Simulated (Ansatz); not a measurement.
The cluster Na3Cl2, relaxed as a doublet with UKS PBE0-D4/def2-SVP in Ansatz, starting from the GFN1-xTB geometry. Force threshold 0.02 eV/Å.

The relaxation made no stability test and no search for a lower SCF solution. The structure comes from a short search, and lower isomers may exist.

Start:

| atom | x (Å) | y (Å) | z (Å) |
| --- | --- | --- | --- |
| Na1 | 1.0945 | 0.8078 | 0.6981 |
| Na2 | -0.1391 | -1.4044 | -1.3155 |
| Na3 | -2.2243 | -0.1165 | 0.3755 |
| Cl4 | -0.2898 | -1.3008 | 1.5559 |
| Cl5 | 1.5588 | 2.0139 | -1.3140 |

(1) Estimate the energy that the relaxation releases and the steps that it takes.

(2) Does the start keep its bonding?

(3) Predict the relaxed structure.

## Answers

(1) 24.2 kcal/mol, in 17 steps; 22 s on 4 threads of Arm Neoverse V2 on a shared host. The force fell under the threshold at step 14, but the optimiser went on. No frequencies were taken in this run, so the end may be a saddle point.

(2) Bonds formed: Na2–Cl5 (atoms count from 1). Metal–metal contacts that move far: Na1–Na3 3.46 to 5.03 Å. The end is the same structure that another start reached, the lowest one found.

(3) 
```tsv
atom	x (Å)	y (Å)	z (Å)
Na1	1.6923	0.8798	1.0087
Na2	-0.2646	-0.2892	-1.4143
Na3	-2.8840	-1.1510	0.5753
Cl4	-0.4835	-0.4090	1.2904
Cl5	1.9398	0.9693	-1.4600
```
Bond lengths (bridged metal pairs left out): 5 × Cl–Na 2.48 to 2.72 Å.
